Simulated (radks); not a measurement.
Species: Er. Configuration: [Xe] 4f12 6s2. Calculated with a radial shooting solver on a logarithmic mesh with Libxc functionals: non-relativistic Kohn-Sham, TASK exchange with Perdew-Wang LDA correlation, spin-polarised, spherical densities, point nucleus; open shells are filled with parallel spins first (spin-orbit coupling, left out, can overturn this in heavy ions); meta-GGA in the generalised Kohn-Sham scheme; relativity is left out, which matters for an element this heavy.

X-ray form factor f0, the Fourier transform of the density (f0(0) = 68):

| sin(theta)/lambda (1/angstrom) | f0 (electrons) |
|---|---|
| 0.05 | 66.581 |
| 0.1 | 63.620 |
| 0.15 | 60.431 |
| 0.2 | 57.089 |
| 0.25 | 53.596 |
| 0.3 | 50.131 |
| 0.4 | 43.847 |
| 0.5 | 38.616 |
| 0.6 | 34.212 |
| 0.8 | 27.163 |
| 1 | 22.119 |
| 1.25 | 18.122 |
| 1.5 | 15.666 |
| 2 | 12.134 |
